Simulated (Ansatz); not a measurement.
Geometry optimisation, RKS B3LYP-D4/6-31G (Ansatz 0.2.0).

Input:

```yaml
crystal:
  periodic: [false, false, false]
  atoms:
    - { symbol: B, position_ang: [0.0, 0.0, 0.0] }
    - { symbol: C, position_ang: [0.0, 0.0, 1.6] }
    - { symbol: H, position_ang: [-0.9996, -0.3092, 1.9705] }
    - { symbol: H, position_ang: [0.7676, -0.7111, 1.9705] }
    - { symbol: H, position_ang: [0.232, 1.0203, 1.9705] }
    - { symbol: O, position_ang: [1.2211, 0.0, -0.705] }
    - { symbol: H, position_ang: [1.5209, -0.9519, -0.8599] }
    - { symbol: O, position_ang: [-1.2211, 0.0, -0.705] }
    - { symbol: H, position_ang: [-1.7308, -0.8467, -0.4965] }
basis:
  gaussian: { orbitals: "6-31G" }
hamiltonian:
  xc: b3lyp
  dispersion: d4
relax:
  f_tol: 0.02
  max_steps: 40
```

Run as:

```bash
$ ansatz run input.yaml --threads 1 --pin off --max-ram 2048MiB --backend cpu --events-out ev --progress --plain --runs-dir out
```

Question: Where does it end, and by what steps?

Answer: It converged. Limits of this set-up: no polarisation functions. After 8 steps the energy has fallen by 1.184 eV; H7 moved furthest, 0.83 Å.

```tsv
step	energy less start (eV)	largest force component (eV/Å)	accepted
0	0.0000	1.778	yes
1	-0.2646	2.265	yes
2	-0.4948	2.213	yes
3	-0.7799	1.142	yes
4	-1.0352	0.909	yes
5	-1.1679	0.239	yes
6	-1.1840	0.066	yes
7	-1.1833	0.115	no
8	-1.1842	0.004	yes
```

```xyz
9
Properties=species:S:1:pos:R:3
B 0.095 -0.258 0.094
C -0.052 -0.007 1.637
H -1.088 -0.023 1.994
H 0.511 -0.765 2.198
H 0.385 0.963 1.905
O 1.352 -0.194 -0.475
H 1.395 -0.360 -1.434
O -0.956 -0.552 -0.772
H -1.852 -0.603 -0.402
```

Whether the end is a true minimum wasn't checked by a vibrational analysis.

Run time: 9.8 s on 1 thread of Intel(R) Xeon(R) 6975P-C (Granite Rapids), on a shared host, peak memory 0.14 GiB.
